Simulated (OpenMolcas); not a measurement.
Xe6+: effect of the active space

| Quantity | Value |
| --- | --- |
| Program | OpenMolcas 26.06 |
| Method | MS-CASPT2 or its RAS form, IPEA 0.25 Eh, imaginary shift 0.1 Eh |
| Basis | ANO-RCC-VTZP |
| Scalar Hamiltonian | DKH2, point nucleus |
| Spin-orbit coupling | RASSI with atomic mean-field integrals over the reference wave functions, term energies averaged over their components |

A. 2 electrons in 4 orbitals (5s 5p); 2S+1 = 3 even, 3 roots; 2S+1 = 1 even, 7 roots; 2S+1 = 3 odd, 3 roots; 2S+1 = 1 odd, 3 roots; closed shells correlated: 4d; CASPT2 step about 3 core-seconds
B. 2 electrons in 8 orbitals (5s 5p 6s 6p); 2S+1 = 3 even, 3 roots; 2S+1 = 1 even, 7 roots; 2S+1 = 3 odd, 3 roots; 2S+1 = 1 odd, 3 roots; closed shells correlated: 4d; CASPT2 step of the order of 4 core-seconds
C. 2 electrons in 9 orbitals (RAS2 5s 5p; RAS3 5d, at most 2 electrons); 2S+1 = 3 even, 3 roots; 2S+1 = 1 even, 7 roots; 2S+1 = 3 odd, 3 roots; 2S+1 = 1 odd, 3 roots; closed shells correlated: 4d; CASPT2 step roughly 5 core-seconds

Energies in cm⁻¹ above 5s² ¹S₀, the measured ground level; measured values from Saloman, J. Phys. Chem. Ref. Data 33, 765 (2004).

| Level | A | B | C | Measured |
| --- | --- | --- | --- | --- |
| 5s² ¹S₀ | 0.0 | 0.0 | 0.0 | 0.0 |
| 5s 5p ³P°₀ | 97350 | 97090 | 97760 | 96141 |
| 5s 5p ³P°₁ | 101330 | 101070 | 101730 | 100451 |
| 5s 5p ³P°₂ | 113060 | 112810 | 113440 | 113676 |
| 5s 5p ¹P°₁ | 141870 | 141460 | 142540 | 143259 |
| 5p² ³P₀ | 225760 | 225580 | 226230 | 223673 |
| 5p² ³P₁ | 235360 | 235050 | 235680 | 234685 |
| 5p² ¹D₂ [56 %] | 237360 | 236470 | 237890 | 236100 |
| 5p² ³P₂ [56 %] | 251880 | 251170 | 251100 | 251853 |

Deviations, from unrounded energies. A percentage is the sum of absolute deviations over the sum of measured energies, with the sign that they share, or ± where signs differ.

```json
{"Against measurement": "mean absolute deviation (cm-1)", "Levels": "8", "A": "1000", "B": "940", "C": "1200"}
{"Against measurement": "other configurations (%)", "Levels": "8", "A": "±0.6", "B": "±0.5", "C": "±0.7"}
```

B lies closest to measurement on these levels and C furthest from it. The largest miss of B in the table is 5p² ³P₀, by +1900 cm-1. The ranking rests on the paired levels alone, and a cruder setting can come out closer through cancelling errors.

Among A to C the level of the table that moves most is 5p² ¹D₂ [56 %], by 1400 cm-1 (lowest in B, highest in C). Moves below CASPT2's spread within the term are not significant.

Term energies are means over components that CASPT2 splits; among the terms shown or strongly mixed into the levels shown the widest spread is 170 cm-1 (5p² ¹D, B). Over all roots computed the reference weight is 0.90 to 0.96 in A, 0.89 to 0.96 in B; the roots of lowest weight are the least certain, and an intruder state may touch them. The ¹D term of p² mixes with s d, which this space lacks (holds for A; B). Active for correlation alone: 6p 6s; no level in the range computed is led by a configuration that fills them, so any true level of that kind is missing (holds for B). Active for correlation alone: 5d; no level in the range computed is led by a configuration that fills it, so any true level of that kind is missing (holds for C). Some terms mix strongly with configurations of 5d, whose occupation reaches 0.19 (5p² ¹D) (holds for C). Computed and measured levels are paired by configuration, term and J; levels that our copy of the source lacks, or whose pairing is in doubt (as where it misses far off the trend of its configuration), stay unpaired and out of the deviations. Only configurations of the active space appear. The table leaves out levels that lie high or whose names do not pair safely across all columns.

A share in square brackets marks a mixed level and gives the weight of the term that names it, the lowest over the columns. ° marks odd parity.
